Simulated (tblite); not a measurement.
Question: What does the GFN2-xTB structure of `C1CC(=NN1[SiH](C)C)C` look like in three dimensions?

Answer: 
```xyz
23
C6H14N2Si angstrom
C     -3.0612    1.5144   -0.3233
C     -1.9331    0.5647   -0.1592
N     -0.7507    0.9149    0.1487
N      0.0793   -0.1524    0.2146
Si     1.6639    0.0029    0.9003
C      2.6666   -1.4863    0.2751
C      2.3616    1.6637    0.3163
C     -0.6535   -1.4015   -0.0367
C     -2.0784   -0.9344   -0.3517
H     -3.4811    1.4351   -1.3260
H     -3.8537    1.2852    0.3892
H     -2.7144    2.5299   -0.1582
H      1.6145   -0.0530    2.3777
H      3.6831   -1.4533    0.6526
H      2.2288   -2.4239    0.6038
H      2.7202   -1.5111   -0.8093
H      3.2667    1.9176    0.8581
H      2.6003    1.6497   -0.7430
H      1.6385    2.4550    0.4794
H     -0.1871   -1.9309   -0.8702
H     -0.6102   -2.0420    0.8481
H     -2.3811   -1.1657   -1.3749
H     -2.8239   -1.3517    0.3273
```

Orientation and origin are arbitrary. Atoms count from 1 in this order. Si5 (SiH silicon) is distorted tetrahedral (angles from 106.4° to 113.0°). The C–C distances run from 1.484 Å (C1–C2, drawn single) to 1.532 Å (C8–C9, drawn single), a spread of 0.048 Å. N4 (silicon-bound nitrogen) is almost planar (angles 126.8°, 120.6° and 110.9°, sum 358.3°, 0.11 Å off the plane of its three neighbours). Of the pairs four or more bonds apart, N3···H19 is among the closest relative to their van der Waals radii: 2.86 Å, 104 % of the sum of Bondi's values.

Bonds between heavy atoms (Å): C1–C2 1.484, C2=N3 1.271, N3–N4 1.354, N4–Si5 1.733, Si5–C6 1.901, Si5–C7 1.894, N4–C8 1.470, C8–C9 1.532, C2–C9 1.518.

Structure optimised with GFN2-xTB, isolated species.

Point group: C1 (no symmetry element, even within 0.4 Å). Its GFN2-xTB frequencies are all real (lowest 34 cm⁻¹). One conformer, not necessarily the lowest (N3–N4–Si5–C6 -161°). 2 starts were optimised and ended at 0.00 and 1.24 kcal/mol (GFN2-xTB); the lowest of these is shown.

The numbers are calculated, not measured.
